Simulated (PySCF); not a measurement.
Species: CH9BN2.
Bonds: C1–N2, N2–B3, B3–N4. Hydrogens: H5, H6, H7 on C1; H8, H9 on N2; H10, H11 on B3; H12, H13 on N4.

Jobs on this species (13 atoms, 34 electrons) with PySCF (density fitting). Hardware of each: one thread of an Arm Neoverse N1, no GPU, shared host. Other jobs ran on the host; a repeat could differ by tens of per cent or more. Peak memory is the resident size of the whole Python process, interpreter and libraries included.

```json
{"level and settings": "delta-SCF UKS PBE, pcX-2 on the ionised atom, pcseg-1 elsewhere, spin-free X2C", "work": "ΔSCF core ionisation, 4 holes", "basis functions": "132", "SCF cycles": "?", "wall time": "?", "peak memory": "?"}
{"level and settings": "PBE0-D3(BJ)/def2-SVP, grid level 1", "work": "geometry optimisation from a GFN2-xTB start shaken at random", "basis functions": "101", "SCF cycles": "?", "wall time": "?", "peak memory": "?"}
{"level and settings": "delta-SCF UKS PBE0, pcX-2 on the ionised atom, pcseg-1 elsewhere, spin-free X2C", "work": "ΔSCF core ionisation, 4 holes", "basis functions": "132", "SCF cycles": "59", "wall time": "38 s", "peak memory": "0.51 GiB"}
{"level and settings": "delta-SCF UKS SCAN, pcX-2 on the ionised atom, pcseg-1 elsewhere, non-relativistic", "work": "ΔSCF core ionisation, 4 holes", "basis functions": "132", "SCF cycles": "63", "wall time": "37 s", "peak memory": "0.51 GiB"}
{"level and settings": "delta-SCF UKS SCAN, pcX-2 on the ionised atom, pcseg-1 elsewhere, spin-free X2C", "work": "ΔSCF core ionisation, 4 holes", "basis functions": "132", "SCF cycles": "63", "wall time": "39 s", "peak memory": "0.44 GiB"}
{"level and settings": "delta-SCF UKS SCAN, pcX-1 on the ionised atom, pcseg-1 elsewhere, spin-free X2C", "work": "ΔSCF core ionisation, 4 holes", "basis functions": "111", "SCF cycles": "63", "wall time": "32 s", "peak memory": "0.51 GiB"}
{"level and settings": "delta-SCF UKS HF, pcX-2 on the ionised atom, pcseg-1 elsewhere, spin-free X2C", "work": "ΔSCF core ionisation, 4 holes", "basis functions": "132", "SCF cycles": "56", "wall time": "17 s", "peak memory": "0.51 GiB"}
{"level and settings": "delta-SCF UKS SCAN, def2-TZVP on the ionised atom, pcseg-1 elsewhere, spin-free X2C", "work": "ΔSCF core ionisation, 4 holes", "basis functions": "118", "SCF cycles": "62", "wall time": "35 s", "peak memory": "0.51 GiB"}
{"level and settings": "delta-SCF UKS B3LYP, pcX-2 on the ionised atom, pcseg-1 elsewhere, spin-free X2C", "work": "ΔSCF core ionisation, 4 holes", "basis functions": "132", "SCF cycles": "59", "wall time": "39 s", "peak memory": "0.51 GiB"}
```

Fill in the missing figures.

- delta-SCF UKS PBE, pcX-2 on the ionised atom, pcseg-1 elsewhere, spin-free X2C; ΔSCF core ionisation, 4 holes: 25 s, 0.51 GiB, 61 SCF cycles
- PBE0-D3(BJ)/def2-SVP, grid level 1; geometry optimisation from a GFN2-xTB start shaken at random: 31 s, 0.41 GiB, 36 SCF cycles

What do all jobs in the table cost together?

About 4.9 min; the longest takes about 13 % of that, and about 2.3 times as long as the shortest.
